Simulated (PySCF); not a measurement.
C5H12Si2.
Numbering: `[CH2:1]=[CH:2][CH2:3][CH:4]1[SiH2:5][CH2:6][SiH2:7]1`

NICS is the negative of the GIAO shielding at a point without a nucleus: at the ring centre (0) and 1 Å above and below it (1); zz is the component along the ring normal. Level: GIAO PBE0/pcSseg-1 (PySCF, non-relativistic, gas phase) on the GFN2-xTB geometry, one conformer.

Ring bond lengths (Å), with Mayer bond orders in brackets: C4–Si5 1.926 (0.87), Si5–C6 1.920 (0.90), C6–Si7 1.916 (0.92), Si7–C4 1.926 (0.88).

**Question.** What do the NICS probes read (ppm)?

**Answer.** 
```
         ring                                                type  NICS(0)  NICS(1), two faces  NICS(1)zz, two faces  rms pucker (Å)  centre to ring atoms, mean (Å)
C4–Si5–C6–Si7  4-membered ring with 2 Si; formal bonds all single      0.0         -0.7 / -1.4             5.3 / 4.7            0.05                            1.36
```

**Question.** What do they say, and how far can they be read as aromaticity?

**Answer.** 
- C4–Si5–C6–Si7: mean NICS(1)zz 5.0 ppm, deshielded. C4, Si5, C6, Si7 have four or more neighbours, so the value isn't read as a sign of a π ring current.

**Question.** What field does 11.7 T along the ring normal induce along that normal at the first NICS(1) probe listed for ring C4–Si5–C6–Si7, 1 Å off the ring?

**Answer.** NICSzz × B0 = 5.3 ppm × 11.7 T = 62 μT, along the applied field.

**Question.** List the ring angles and the Hirshfeld charges of the ring atoms.

**Answer.** 
- C4–Si5–C6–Si7: C4 92.2° (-0.195 e), Si5 87.3° (+0.334 e), C6 92.7° (-0.258 e), Si7 87.4° (+0.340 e); sum 359.5° against 360° for a flat convex ring.

**Question.** How shielded are the nuclei of the rings and their hydrogens (means over atoms taken as equivalent)?

**Answer.** 
```tsv
atoms	environment	σ isotropic (ppm)	principal values of the symmetric part, first atom (ppm)
C4	sp3 carbon bound to silicon	168.1	138.8, 175.8, 189.6
Si5 (×2)	SiH2 silicon	379.6	348.8, 363.2, 428.1
C6	sp3 carbon bound to silicon	197.4	182.3, 203.3, 206.5
H on C4	methine hydrogen	30.29	26.5, 30.1, 34.2
H on Si5 (×2)	Si–H hydrogen	26.88	23.5, 25.1, 32.3
H on Si5 (×2)	Si–H hydrogen	27.09	23.7, 26.6, 31.1
H on C6	methylene hydrogen	31.24	27.3, 27.5, 38.9
H on C6	methylene hydrogen	31.30	27.0, 27.4, 39.5
```

Conformer computed: `[CH2:1]=[CH:2][CH2:3][CH:4]1[SiH2:5][CH2:6][SiH2:7]1`: C1–C2–C3–C4 114°, C2–C3–C4–Si5 -68°.
